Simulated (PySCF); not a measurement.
BrH₃O₃Ti, SMILES [OH][Ti]([OH])([Br])[OH], multiplicity 1. Heavy atoms are numbered as in [Ti:1]([Br:2])([OH:3])([OH:5])[OH:7]. Hydrogens are named by the atom that carries them.

The structure is a stationary point at B3LYP-D3(BJ)/def2-SVP. The spin state was assumed, not searched. The structure was generated by enumeration; whether it is a known compound was not checked. Other conformers were not sampled.

Calculation: PySCF with HF/pcSseg-1.

GIAO shieldings, no solvent; atoms alike by connectivity are averaged. δ = σ(ref) − σ: ¹⁷O against H2O (σ = 333.0 ppm); ¹H against TMS (σ = 31.99 ppm), references at their B3LYP-D3(BJ)/def2-TZVP geometries, non-relativistic (without spin–orbit terms, shifts of atoms bonded to Cl or Br come out too high).

Computed chemical shifts:
| nucleus | atoms | count | δ (ppm) |
|---|---|---|---|
| ¹⁷O | O3 (OH) | 3 | 326.9 |
| ¹H | H on O3 | 3 | 7.38 |
